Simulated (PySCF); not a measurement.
Working with the constants of HgH

UHF-CCSD(T) constants of HgH, ²Σ⁺ (doublet), unpaired electrons σ ↑ (PySCF, scalar-relativistic core potentials, basis sets Hg def2-TZVPP with ECP60, H def2-TZVPP; masses 201.9706 and 1.0078 u):

* ωe: 1374.4 cm⁻¹
* ωexe: 92.1 cm⁻¹
* Be: 5.5196 cm⁻¹
* αe: 0.364 cm⁻¹
* D (centrifugal): 0.000356 cm⁻¹
* De to Hg + H: 0.386 eV

**Question.** Give the vibrational terms G(v) and spacings up to v = 2.

**Answer.** G(v) = ωe(v+½) − ωexe(v+½)².

```
v  G(v) (cm⁻¹)  G(v) − G(v−1)  Bv (cm⁻¹)
0          664                     5.338
1         1854           1190      4.974
2         2860           1006      4.610
```

**Question.** How well does the Morse estimate ωe²/(4ωexe) reproduce De, and what is D0?

**Answer.** It gives 0.636 eV, 165 % of the computed De. D0 = De − G(0) = 0.386 − 0.082 = 0.304 eV.

Correlated steps freeze no core orbitals. The bond is weak. Basis-set superposition, not corrected here, can be much of De in a small basis, most of all at correlated wavefunction levels. Spin–orbit coupling is left out. The state was picked by a PBE0 search and need not be the measured ground state.
